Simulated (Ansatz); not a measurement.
A structure relaxed at PBE0-D4/def2-TZVP, charge 0, multiplicity 1:

```xyz
10

C    -0.529    0.105   -1.133
O    -0.560    1.227   -0.245
C     0.111    0.812    0.950
Ge    0.450   -0.988    0.197
H    -1.540   -0.226   -1.386
H     0.009    0.346   -2.055
H    -0.557    0.861    1.815
H     0.991    1.432    1.144
H     1.904   -1.382   -0.116
H    -0.279   -2.187    0.828
```

Q: Give its formula and SMILES.

A: C2H6GeO, `[CH2]1O[CH2][GeH2]1`.

Q: Point group (tolerance 0.08 Å, 0.16 Å for H)?

A: C2v.

Q: Summarise the bond lengths by kind.

A: 2 × C–O 1.432 Å; 2 × C–Ge 1.980 Å; 4 × C–H 1.094 Å; 2 × Ge–H 1.539 Å.

Computed with Ansatz.
